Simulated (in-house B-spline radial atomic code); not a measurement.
Settings and results of a run for As V (As4+) (an excited or competing configuration). Computed with a radial B-spline atomic code at the basis-set limit: scalar-relativistic (X2C) PBE0, spin-polarised, spherical fractional occupations, Fermi nucleus of rms radius 4.0968 fm.

In the input, 3d5,1 would mean five up and one down electron.

Command:
```bash
python run_scf.py task.json out
```
Settings (nuclear radius in fm, mass in u):
```
Z                33
configuration    1s2 2s2 2p6 3s2 3p6 3d4,5 4s2
hamiltonian      x2c
method           pbe0
spin_polarised   True
nucleus          fermi
rms_radius       4.0968
atomic_mass      74.92159
speed_of_light   137.035999084
```

Output (hartree, bohr):
```
 radial grid: 68 intervals, B-splines of order 8, outer radius 22.1277 bohr

 iter        energy (Eh)    residual
    1       -2247.251286    5.01e-01
    2       -2250.393709    5.37e-01
    3       -2254.976279    7.30e-02
    4       -2255.082172    1.39e-02
    5       -2255.084120    4.41e-03
    6       -2255.084376    2.65e-03
    7       -2255.084494    1.19e-04
    8       -2255.084495    1.41e-05
    9       -2255.084495    3.28e-07

 total energy                     -2255.08449
 kinetic                            2305.9564
 electron-nucleus                  -5378.6554
 Hartree                             899.5630
 exact exchange                      -20.0577
 exchange-correlation                -61.8908

 orbital      occ     eigenvalue          <r>       <r^2>       <1/r>       r_max
 1s up      1.000      -434.7925    0.0450979  0.00274973      34.175     0.02928
 1s down    1.000      -434.7928    0.0450981  0.00274976      34.175     0.02928
 2s up      1.000       -57.7870     0.202199    0.048282     7.49684      0.1699
 2s down    1.000       -57.8293     0.202291   0.0483292     7.49319      0.1699
 2p up      3.000       -50.9268     0.176984   0.0383721     7.23386      0.1362
 2p down    3.000       -50.9622     0.177096   0.0384265     7.23038      0.1362
 3s up      1.000        -9.5671     0.592354    0.403612     2.42655      0.5197
 3s down    1.000        -9.6410     0.591587    0.402519     2.43093      0.5195
 3p up      3.000        -7.4033     0.608942    0.434318     2.25993      0.5188
 3p down    3.000        -7.4838     0.607669    0.432397     2.26557      0.5183
 3d up      4.000        -3.8054     0.646426     0.51736     1.96644       0.472
 3d down    5.000        -3.9348     0.640534     0.50678     1.97967        0.47
 4s up      1.000        -2.2569      1.63533     3.01212    0.812356       1.464
 4s down    1.000        -2.2671      1.62947     2.99098    0.815983       1.459
```

Time taken, with all properties: 0.15 s on 1 thread of x86-64 server CPU (shared host).

Caution: exact exchange at fractional occupations of open shells leaves self-interaction of up to several eV.

One-electron X2C: radii and densities carry no picture-change correction, so inner-shell <1/r> comes out high (for 1s by about 2 % at Z = 33, 5 % at 54, 10 % at 75, 30 % at 118) and <r> low.
